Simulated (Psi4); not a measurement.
The Psi4 input:
```
memory 2 GB

molecule mol {
1 4
  B     0.000000    0.000000   -0.000000
  H    -1.135864   -0.056950   -0.250068
  H     0.422067   -0.569597    0.923787
  H     0.713797    0.626546   -0.673719
}

set basis 6-31g*
set reference uhf

energy('mp2')
print_variables()
```

### Question
What does this run give for the SCF-reference <S^2>, nuclear repulsion energy, number of basis functions, total energy, MP2 correlation energy?

### Answer

```
Property                        Result
-------------------------  -----------
SCF-reference <S^2>              3.755
nuclear repulsion energy     7.6037 Eh
number of basis functions           21
total energy               -25.8105 Eh
MP2 correlation energy      -0.0605 Eh
```

These values belong to the state on which the SCF converged, which isn't shown to be the lowest.
